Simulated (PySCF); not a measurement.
## Potential energy of CeF along the bond

Set-up: PySCF, spin-free X2C with a Gaussian nucleus, basis sets Ce x2c-SVPall, F x2c-SVPall. Energies in eV from Ce (4f1 5d1 6s2) + F in their ground configurations at the same level. State: quartet, about 1.1 electrons in the 4f shell (Mulliken), real f orbitals that mix terms.

All columns are PBE0. A positive dipole means Ce(−)F(+).

```tsv
R (Å)	E (eV)	μ (D)	Mulliken charge on Ce (basis-dependent)	HOMO (eV)	LUMO (eV)	Mayer bond order	⟨S²⟩
1.730	-5.667	-0.84	0.12	-3.28	-1.32	1.34	3.75
1.810	-6.340	-1.40	0.20	-3.41	-1.40	1.28	3.75
1.890	-6.715	-1.93	0.25	-3.54	-1.47	1.23	3.75
1.951	-6.848	-2.32	0.29	-3.64	-1.53	1.19	3.75
2.011	-6.885	-2.70	0.32	-3.74	-1.58	1.16	3.75
2.071	-6.847	-3.07	0.35	-3.83	-1.64	1.13	3.75
2.152	-6.710	-3.56	0.38	-3.95	-1.78	1.09	3.75
2.252	-6.442	-4.19	0.42	-4.08	-1.99	1.04	3.75
2.373	-6.038	-4.95	0.45	-4.20	-2.17	0.99	3.75
2.534	-5.440	-5.97	0.49	-4.31	-2.33	0.93	3.75
```

A fit through these points gives, at Re = 2.008 Å, μ = -2.68 D and dμ/dR = -6.20 D/Å; the reduced mass is 16.73 u.

**Question.** How strong is the fundamental in the double-harmonic approximation, I = 42.26·(dμ/dR)²/μred km/mol?

**Answer.** I = 42.26·(-6.20)²/16.73 = 97.1 km/mol at PBE0.

These are scalar-relativistic numbers at best; spin–orbit coupling would shift them, the dissociation energy most. The state is the lowest single determinant that the PBE0 search found; with open d or f shells the true ground state can be another one.
